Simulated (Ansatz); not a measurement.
A search over several starts for the lowest SCF solution of MoBr2O2⁻, that is MoO2Br2 with one electron more at the given spin, in a small basis.

```yaml
crystal:
  periodic: [false, false, false]
  atoms:
    - {symbol: Mo, position_ang: [0.117717, -0.000278, 0.082589]}
    - {symbol: O, position_ang: [0.159264, -0.014549, 1.756014]}
    - {symbol: O, position_ang: [1.705418, 0.009846, -0.447863]}
    - {symbol: Br, position_ang: [-0.998249, 2.003917, -0.678259]}
    - {symbol: Br, position_ang: [-0.984160, -1.998926, -0.712481]}
basis:
  gaussian: {orbitals: def2-SVP}
total_charge: -1
magnetization: {spin_polarized: true, initial_magnetization: 1}
hamiltonian: {xc: pbe0, dispersion: d4}
output: {orbitals: {seedname: orbitals}}
```

```sh
$ ansatz run in.yaml --threads 4 --pin off --events-out ev --progress --plain --max-ram 3916MiB
```

Shortened log:

```
Functional definition: PBE0
1191 factors; integrals over basis functions are off by at most 1.2e-3 eV
mean field evaluation 1: about -146001.5858 eV, gradient 4.3e1 eV
mean field evaluation 2: about -145894.2373 eV, gradient 1.7e2 eV
mean field evaluation 4: about -146008.3856 eV, gradient 4.1e0 eV
mean field evaluation 8: about -146008.5664 eV, gradient 2.1e-1 eV
mean field evaluation 16: about -146008.5669 eV, gradient 1.1e-3 eV
mean field -146008.56691288 eV, -5365.7158658872 hartree, gradient 3.0e-5 eV, S^2 0.754402; 4 other end points of the search recorded, 0 dependent functions left out
reference -146008.56695789 eV, -5365.7158675413 hartree; 51, 50 occupied and 72, 73 virtual orbitals, 1191 factors
Total energy: -146008.76779304 eV, -5365.7232480969 hartree
```

Hardware: 4 threads of AMD EPYC 7B13 on a shared host. Wall time 4.4 s, peak host memory 0.55 GiB.

In the def2 sets Mo takes a core potential; there is no spin–orbit coupling.
